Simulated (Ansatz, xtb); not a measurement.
## C2HPSi: where a starting geometry ends

The starting geometry of this gas-phase triplet was built from a drawn formula by distance geometry and a force field; its bonds are those of `[Si]1C2=P[C@H]12`.

| atom | x (Å) | y (Å) | z (Å) |
| --- | --- | --- | --- |
| C | 0.4752 | -3.8196 | -1.0538 |
| C | 0.6333 | -2.8018 | 0.0616 |
| P | 2.0019 | -3.3176 | -0.8204 |
| Si | -0.6315 | -3.9085 | 0.3102 |
| H | 0.3908 | -1.7690 | -0.1137 |

Task: Predict what it relaxes into with r2SCAN-D4/def2-SVP.

Result: It keeps its bonds, and is `[Si]1C2=P[C@H]12`. Distances that change by over a tenth: C2–Si4 (1.70 → 1.99 Å).

The energy falls by 1.16 eV over 8 steps:

| step | E − E(last) (eV) |
| --- | --- |
| 1 | 1.163 |
| 2 | 0.362 |
| 3 | 0.086 |
| 4 | 0.011 |
| 5 | 0.008 |
| 6 | 0.000 |
| 7 | 0.000 |
| 8 | 0.000 |

Final geometry (Å):

```
atom    x (Å)    y (Å)    z (Å)
   C   0.4835  -3.9229  -0.9486
   C   0.6812  -2.7188   0.0174
   P   2.1141  -3.3095  -0.9362
  Si  -0.8025  -4.0105   0.2837
   H   0.3935  -1.6548  -0.0324
```

From the same start GFN2-xTB ends elsewhere, differing in C2–Si4 (2.39 against 1.99 Å here), P3–Si4 (2.40 against 3.24 Å here).

No frequencies were run, so the end isn't proven a minimum. Open shells are spin-unrestricted. The triplet needn't be the ground state. Run with Ansatz 0.2.0, 29 s on 1 thread of Intel(R) Xeon(R) 6975P-C (Granite Rapids), on a shared host.
